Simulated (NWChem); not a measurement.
# MgNH3; SMILES [MgH][NH2]

Program: NWChem. Geometry: optimised at PBE0-D3(BJ)/def2-TZVP. Ions are spin-unrestricted doublets at the neutral geometry; other ion states weren't tried.

For level BHandHLYP/def2-SVP:

```
Item           Value
-------------  -----
−ε(HOMO) (eV)   7.42
```

Task: What are these values for level PBE/def2-SVP?

Result: 
* **−ε(HOMO) (eV)**: 4.78
